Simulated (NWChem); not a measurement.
Molecule: CaO; SMILES [O]=[Ca]

Results from NWChem. Pople sets run with spherical d functions. Each level has its own optimisation; frequencies are unscaled.

### Question
Among these, which level gives the highest value of “r Ca–O (Å)”?
(A) Hartree-Fock/STO-3G
(B) Hartree-Fock/6-31+G*
(C) Hartree-Fock/6-311G**
(D) Hartree-Fock/3-21G

### Answer
A, Hartree-Fock/STO-3G. Values: Hartree-Fock/6-311G** 1.828; Hartree-Fock/6-31+G* 2.036; Hartree-Fock/3-21G 2.280; Hartree-Fock/STO-3G 2.753
